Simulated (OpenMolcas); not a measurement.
## Ni5+: effect of the IPEA shift

| Item | Value |
| --- | --- |
| Program | OpenMolcas 26.06 |
| Basis | ANO-RCC-VTZP [6s5p3d2f1g] |
| Scalar Hamiltonian | DKH2, point nucleus |
| Active space | 5 electrons in 5 orbitals (3d) |
| State averaging | 2S+1 = 6 even, 1 root; 2S+1 = 4 even, 24 roots; 2S+1 = 2 even, 75 roots |
| Spin-orbit coupling | RASSI with atomic mean-field integrals over the reference wave functions, term energies averaged over their components |

Methods on the same reference wave functions:
A. CASSCF
B. MS-CASPT2, IPEA 0 Eh, imaginary shift 0.1 Eh (closed shells correlated: 3s 3p)
C. MS-CASPT2, IPEA 0.25 Eh, imaginary shift 0.1 Eh (closed shells correlated: 3s 3p)

Energies in cm-1 above 3d5 6S 5/2, the measured ground level; measured values from Corliss and Sugar, J. Phys. Chem. Ref. Data 10, 197 (1981).

```
               Level      A      B      C  Measured
          3d5 6S 5/2    0.0    0.0    0.0       0.0
          3d5 4G 5/2  46851  43180  43260          
          3d5 4G 7/2  46920  43260  43340          
         3d5 4G 11/2  46938  43290  43360     41921
          3d5 4G 9/2  46961  43310  43380          
          3d5 4P 5/2  53779  47390  47610     45884
          3d5 4P 3/2  53969  47600  47810     46104
          3d5 4P 1/2  54201  47840  48050     46325
          3d5 4D 7/2  58213  51690  51820     50331
          3d5 4D 1/2  58436  51920  52050          
          3d5 4D 3/2  58615  52100  52240          
          3d5 4D 5/2  58653  52140  52280          
         3d5 2I 11/2  66809  63080  63290     61196
         3d5 2I 13/2  66974  63280  63490     61280
3d5 2D 5/2(1) [63 %]  74583  66090  66600     64152
       3d5 2D 3/2(1)  75758  67120  67610     65174
       3d5 2F 7/2(1)  77472  69390  69880     67085
          3d5 4F 9/2  78392  70640  70800          
          3d5 4F 7/2  78569  70800  70970          
          3d5 4F 3/2  79032  71190  71370          
   3d5 2H 9/2 [69 %]  81938  75150  75570     72909
         3d5 2H 11/2  82562  76140  76560     73757
       3d5 2G 7/2(1)  84784  76690  77130     74628
3d5 2G 9/2(1) [67 %]  85314  77560  77980     75442
```

Deviations, from unrounded energies. A percentage is the sum of absolute deviations over the sum of measured energies, with the sign that they share, or ± where signs differ.

```csv
Against measurement,Levels,A,B,C
mean absolute deviation (cm-1),14,8400,1900,2200
other terms of the ground configuration (%),14,+13.8,+3.1,+3.6
```

B lies closest to measurement on these levels and A furthest from it. The largest miss of B in the table is 3d5 2H 11/2, by +2400 cm-1. The ranking rests on the paired levels alone, and a cruder setting can come out closer through cancelling errors.

Between B and C the level of the table that moves most is 3d5 2D 5/2(1) [63 %], by 510 cm-1 (lowest in B, highest in C). Moves below CASPT2's spread within the term are not significant.

The mean deviations of B to C differ by less than CASPT2's widest spread within a term (660 cm-1), so their order carries little weight.

From A to B the spin-free energies of the other terms of 3d5 shown, above 6S, scale by factors of 0.88 to 0.94, as is usual when dynamic correlation screens the repulsion within a d or f shell.

The lowest spin-free term lies below A's lowest term by 0.397 hartree in B, 0.390 hartree in C.

CASPT2 does not keep the components of a term degenerate, so their means are used; among the terms shown or strongly mixed into the levels shown the widest spread is 660 cm-1 (3d5 4F, C). Without dynamic correlation excited terms often stand tens of per cent too high (terms of higher spin than the ground term too low), and those without a measured partner can miss by more than the paired ones (holds for A). Some levels mix across a computed gap that differs much from the measured one, so their mixing is not that of the real levels (holds for A). Blocks of more than 70 roots (2S+1 = 2 even) ran without multistate coupling (holds for B; C). Computed and measured levels are paired by configuration, term and J; levels that our copy of the source lacks, or whose pairing is in doubt (as where it misses far off the trend of its configuration), stay unpaired and out of the deviations. Only configurations of the active space appear. Levels that lie high or do not pair safely by name in every column are left out.

A share in square brackets marks a mixed level and gives the weight of the term that names it, the lowest over the columns. A number in round brackets counts repeated terms of one configuration in the order of the reference energies.
